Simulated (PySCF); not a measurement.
# Correlation energy of Ne⁺ (neon, charge +1)

[He] 2s2 2p5, 2P determinant. Calculation: PySCF 2.14, in aug-cc-pVDZ (4s3p2d, 23 functions); no relativity, point nucleus. Frozen: 1s2; 7 electrons correlated.

MP2 pair energies summed by pair of shells (mhartree):

```json
{"pair": "2p-2p", "energy": "-92.65", "share (%)": "65.2"}
{"pair": "2s-2p", "energy": "-42.01", "share (%)": "29.6"}
{"pair": "2s-2s", "energy": "-7.49", "share (%)": "5.3"}
```

Total MP2 correlation energy: -142.14 mhartree.

Same-spin part -35.62 and opposite-spin part -106.52 mhartree; SCS-MP2 scales them by 1/3 and 6/5 to -139.70 mhartree.

| level | correlation energy (mhartree) |
| --- | --- |
| CCSD | -153.55 |
| (T) | -1.65 |
| CCSD(T) | -155.20 |

Diagnostics: T1 = 0.0053, D1 = 0.0085, largest double amplitude 0.031.

Cost of the coupled-cluster step: 0.15 s of wall time on 1 thread of Neoverse-V2 (shared host), for 7 correlated electrons.

Iterations:

```
CC2 = 0
CCSD nocc = (np.int64(4), np.int64(3)), nmo = (22, 22)
frozen orbitals [[0], [0]]
max_cycle = 100
direct = 0
conv_tol = 1e-08
conv_tol_normt = 1e-06
diis_space = 8
diis_start_cycle = 0
Init t2, MP2 energy = -0.142144599548305
Init E_corr(UCCSD) = -0.142144599549723
cycle = 1  E_corr(UCCSD) = -0.151108101082026  dE = -0.00896350153  norm(t1,t2) = 0.022468
cycle = 2  E_corr(UCCSD) = -0.152958881567141  dE = -0.00185078049  norm(t1,t2) = 0.00546388
cycle = 3  E_corr(UCCSD) = -0.153529510798648  dE = -0.000570629232  norm(t1,t2) = 0.00235451
cycle = 4  E_corr(UCCSD) = -0.153560315530145  dE = -3.08047315e-05  norm(t1,t2) = 0.000626038
cycle = 5  E_corr(UCCSD) = -0.153543805741288  dE = 1.65097889e-05  norm(t1,t2) = 0.000252366
cycle = 6  E_corr(UCCSD) = -0.15354709547007  dE = -3.28972878e-06  norm(t1,t2) = 3.57121e-05
cycle = 7  E_corr(UCCSD) = -0.153547196027776  dE = -1.00557706e-07  norm(t1,t2) = 7.19263e-06
cycle = 8  E_corr(UCCSD) = -0.153547060743341  dE = 1.35284435e-07  norm(t1,t2) = 1.8826e-06
cycle = 9  E_corr(UCCSD) = -0.153547054851605  dE = 5.89173602e-09  norm(t1,t2) = 3.23829e-07
UCCSD converged
E(UCCSD) = -127.9204287785829  E_corr = -0.1535470548516046
UCCSD(T) correction = -0.00165086859841272
```
